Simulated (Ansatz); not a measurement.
One change: `O[SiH](O)/C=[CH]\[GeH3]` becomes `O[SiH2]/C=C\[SiH](O)O`.

Ansatz, PBE0-D4/def2-TZVP geometries, multiplicity 1. Each molecule was computed in one conformer, which needn't be the lowest.

Scalar relativity is left out up to krypton.

| property | `O[SiH](O)/C=[CH]\[GeH3]` |
| --- | --- |
| LUMO energy (PBE/def2-TZVPP) / eV | -1.96 |
| HOMO–LUMO gap (PBE0/def2-TZVPP) / eV | 6.94 |
| LUMO energy (B3LYP/def2-TZVPP) / eV | -1.22 |
| HOMO–LUMO gap (ωB97M-V/def2-TZVPP) / eV | 11.15 |
| HOMO energy (PBE0/def2-TZVPP) / eV | -7.97 |
| HOMO–LUMO gap (PBE/def2-TZVPP) / eV | 4.86 |

**Question.** What does the change do to each property? (An estimate is asked.)

**Answer.** Ansatz gave: 
| property | `O[SiH2]/C=C\[SiH](O)O` | shift |
| --- | --- | --- |
| LUMO energy (PBE/def2-TZVPP) / eV | -2.04 | -0.08 |
| HOMO–LUMO gap (PBE0/def2-TZVPP) / eV | 6.81 | -0.13 |
| LUMO energy (B3LYP/def2-TZVPP) / eV | -1.28 | -0.06 |
| HOMO–LUMO gap (ωB97M-V/def2-TZVPP) / eV | 11.04 | -0.11 |
| HOMO energy (PBE0/def2-TZVPP) / eV | -7.91 | 0.06 |
| HOMO–LUMO gap (PBE/def2-TZVPP) / eV | 4.59 | -0.27 |

With PBE0 the HOMO rises by 0.06 eV and the LUMO falls by 0.08 eV, so the gap narrows by about 0.14 eV. PBE moves the HOMO by 0.19 eV and ωB97M-V by 0.05 eV.

B3LYP here is the variant with VWN-RPA as its local correlation; programs differ in this.
